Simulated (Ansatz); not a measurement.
Abridged output of a molecular run in Ansatz:

```
Functional definition: HF
904 factors; integrals over basis functions are off by at most 1.3e-3 eV
mean field evaluation 1: about -71058.2672 eV, gradient 2.4e1 eV
mean field evaluation 2: about -71058.3114 eV, gradient 2.4e1 eV
mean field evaluation 4: about -71059.9564 eV, gradient 2.9e0 eV
mean field evaluation 8: about -71059.9914 eV, gradient 3.6e-4 eV
mean field -71059.99140579 eV, -2611.4065179707 hartree, gradient 7.0e-6 eV, S^2 0.000000; 0 other end points of the search recorded, 0 dependent functions left out
16 core orbitals not correlated: weight in the atoms' cores, before any rotation towards them, 1.000 or more for the frozen orbitals, at most 0.000 for the correlated occupied ones
reference -71059.99140579 eV, -2611.4065179707 hartree; 17, 17 occupied and 60, 60 virtual orbitals, 904 factors
second order -18.41410500 eV of doubles, -0.00000000 eV of singles
cycle   1  -18.45438135 eV  change   -4.0e-2 eV  update   1.1e-1
cycle   2  -19.00542386 eV  change   -5.5e-1 eV  update   3.2e-2
cycle   3  -19.10839182 eV  change   -1.0e-1 eV  update   1.7e-2
cycle   4  -19.09861952 eV  change    9.8e-3 eV  update   4.1e-3
cycle   5  -19.09748399 eV  change    1.1e-3 eV  update   2.1e-3
cycle   6  -19.09771661 eV  change   -2.3e-4 eV  update   6.5e-4
cycle   7  -19.09735282 eV  change    3.6e-4 eV  update   2.6e-4
cycle   8  -19.09730376 eV  change    4.9e-5 eV  update   8.9e-5
cycle   9  -19.09733499 eV  change   -3.1e-5 eV  update   3.7e-5
perturbative correction -0.58663808 eV, -0.0215585519 hartree
Total energy: -71079.67537886 eV, -2612.1298906387 hartree
```

Its atoms:

```xyz
7

F    -1.9325   -0.3001    0.4201
C    -0.5943   -0.3171    0.6813
S     0.3405   -1.6581   -0.1188
Ge    0.6240    0.4711   -0.6115
H    -0.4242   -0.2291    1.7508
H     1.9434    1.1060   -0.1765
H     0.0430    0.9272   -1.9454
```

Question: Which basis set was used?
A. cc-pV(T+d)Z
B. cc-pV(Q+d)Z
C. def2-TZVPPD
D. def2-SVP

Answer: D. It gives 93 functions.

Question: Write the keys of the input that set method, charge and spin (a neutral closed shell needs none for the last two).

Answer: 
```yaml
correlation: {method: ccsd_t}
```
